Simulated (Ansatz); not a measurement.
Ansatz (an electronic-structure program) input (B3LYP-D3(BJ)/def2-TZVP):

Ansatz 0.2 input:
```yaml
crystal:
  periodic: [false, false, false]
  atoms:
    - {symbol: I, position_ang: [1.29550402, -0.03242294, 0.02327924]}
    - {symbol: I, position_ang: [-1.32593651, 0.02849654, 0.02110708]}
basis:
  gaussian:
    orbitals: def2-TZVP
hamiltonian:
  xc: b3lyp
  dispersion: d3bj
total_charge: 1
magnetization: {spin_polarized: true, initial_magnetization: 1}
relax: {f_tol: 0.002, max_steps: 150}
```

End of the output:

```
relax step   1: F+E_penalty+E_count = -16198.47419872 eV  Δ(F+E_penalty+E_count) = +0.000e0 eV  max|allowed force component| = 1.986e-1 eV/Å  Δτ_max = 0.0000 Å  (54 SCF iters, accepted)
these checks for a lower state are left out or cut short: starts, cluster_reference, orbital_swaps, neighbouring_geometries, increment
integrals: 0.03 GiB planned
822 factors; their error is unknown
mean field: 0.43 GiB planned
mean field evaluation 32: about -16198.3617 eV, gradient 3.1e-6 eV
mean field -16198.36171756 eV, -595.2788134765 hartree, gradient 3.2e-6 eV, S^2 0.753042; 0 other end points of the search recorded, 0 dependent functions left out
the calculation of the forces begins
reference -16198.36190481 eV, -595.2788203579 hartree; 25, 24 occupied and 75, 76 virtual orbitals, 822 factors
relax step   2: F+E_penalty+E_count = -16198.47444318 eV  Δ(F+E_penalty+E_count) = -2.445e-4 eV  max|allowed force component| = 1.896e-1 eV/Å  Δτ_max = 0.0145 Å  (35 SCF iters, accepted)
these checks for a lower state are left out or cut short: starts, cluster_reference, orbital_swaps, neighbouring_geometries, increment
integrals: 0.03 GiB planned
822 factors; their error is unknown
mean field: 0.43 GiB planned
mean field -16198.36310828 eV, -595.2788645846 hartree, gradient 8.9e-6 eV, S^2 0.753034; 0 other end points of the search recorded, 0 dependent functions left out
the calculation of the forces begins
reference -16198.36329566 eV, -595.2788714706 hartree; 25, 24 occupied and 75, 76 virtual orbitals, 822 factors
relax step   3: F+E_penalty+E_count = -16198.47573445 eV  Δ(F+E_penalty+E_count) = -1.291e-3 eV  max|allowed force component| = 5.816e-3 eV/Å  Δτ_max = 0.0071 Å  (35 SCF iters, accepted)
these checks for a lower state are left out or cut short: starts, cluster_reference, orbital_swaps, neighbouring_geometries, increment
integrals: 0.03 GiB planned
822 factors; their error is unknown
mean field: 0.43 GiB planned
mean field -16198.36310428 eV, -595.2788644376 hartree, gradient 3.4e-6 eV, S^2 0.753035; 0 other end points of the search recorded, 0 dependent functions left out
the calculation of the forces begins
reference -16198.36329166 eV, -595.2788713234 hartree; 25, 24 occupied and 75, 76 virtual orbitals, 822 factors
relax step   4: F+E_penalty+E_count = -16198.47573531 eV  Δ(F+E_penalty+E_count) = -8.534e-7 eV  max|allowed force component| = 3.320e-3 eV/Å  Δτ_max = 0.0003 Å  (35 SCF iters, accepted)
these checks for a lower state are left out or cut short: starts, cluster_reference, orbital_swaps, neighbouring_geometries, increment
integrals: 0.03 GiB planned
822 factors; their error is unknown
mean field: 0.43 GiB planned
mean field -16198.36310646 eV, -595.2788645175 hartree, gradient 3.4e-6 eV, S^2 0.753035; 0 other end points of the search recorded, 0 dependent functions left out
the calculation of the forces begins
reference -16198.36329383 eV, -595.2788714034 hartree; 25, 24 occupied and 75, 76 virtual orbitals, 822 factors
relax step   5: F+E_penalty+E_count = -16198.47573572 eV  Δ(F+E_penalty+E_count) = -4.113e-7 eV  max|allowed force component| = 3.034e-6 eV/Å  Δτ_max = 0.0001 Å  (35 SCF iters, accepted)
integrals: 0.03 GiB planned
822 factors; their error is unknown
mean field: 0.43 GiB planned
mean field evaluation 64: about -16198.3631 eV, gradient 3.4e-6 eV
mean field -16198.36310646 eV, -595.2788645175 hartree, gradient 3.4e-6 eV, S^2 0.753035; 3 other end points of the search recorded, 0 dependent functions left out
the calculation of the forces begins
reference -16198.36329383 eV, -595.2788714034 hartree; 25, 24 occupied and 75, 76 virtual orbitals, 822 factors
Total energy: -16198.47592309 eV, -595.2830104523 hartree
Atom 0 at     1.287852    -0.032245     0.023273 Å, force    -0.000003     0.000000    -0.000000 eV/Å
Atom 1 at    -1.318284     0.028319     0.021113 Å, force     0.000003    -0.000000     0.000000 eV/Å
Dipole moment:    -0.000000    -0.000000    -0.000000 e Å
```
